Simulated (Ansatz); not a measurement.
Species: CH$_{6}$BO$_{2}$, charge 1, multiplicity 1. It need not be the lowest isomer of its formula. 
Coordinates optimised at B3LYP-D3(BJ)/def2-TZVP (Ansatz, a program for electronic structure):
```
B
O 1 1.3194
H 2 0.9654 1 119.30
O 1 1.5054 2 106.85 3 180.00
H 4 0.9708 1 124.42 2 180.00
H 4 0.9750 5 114.86 1 180.00
C 1 1.5372 2 136.86 3 0.00
H 7 1.0896 1 111.66 2 0.00
H 7 1.0947 8 107.64 1 -122.52
H 7 1.0947 8 107.64 9 -114.95
```
Charge +1, spin multiplicity 1.

Total electronic energies in hartree. Valence correlation only, unless marked. No spin-orbit coupling. No relativistic terms. CBS(X,Y): correlation extrapolated as X^-3; Hartree-Fock from the larger set. The bracket is a focal-point correction in the basis named.

| level | program | energy (Eh) |
|---|---|---|
| revPBE-D3(BJ)/def2-TZVPD | Ansatz + dftd3 | [?] |
| PBE0-D4/def2-TZVP | Ansatz + dftd4 | -216.68329 |
| PBE0-D4/def2-TZVPD | Ansatz + dftd4 | -216.68423 |
| CAM-B3LYP-D4/def2-TZVPD | Ansatz + dftd4 | -216.84287 |
| CCSD/6-31G | Ansatz | -215.94434 |
| CCSD/cc-pwCVTZ | Ansatz | -216.50013 |
| CCSD(T)/6-31G | Ansatz | -215.95194 |
| RI-MP2/CBS(cc-pVTZ,cc-pVQZ)+[CCSD(T)-MP2]/cc-pVDZ | Ansatz | -216.6210 |
| CCSD(T)/CBS(cc-pVTZ,cc-pVQZ) | Ansatz | -216.6176 |

Task: Some entries are withheld; supply them.

Result: 
- revPBE-D3(BJ)/def2-TZVPD, energy (Eh): -216.86821
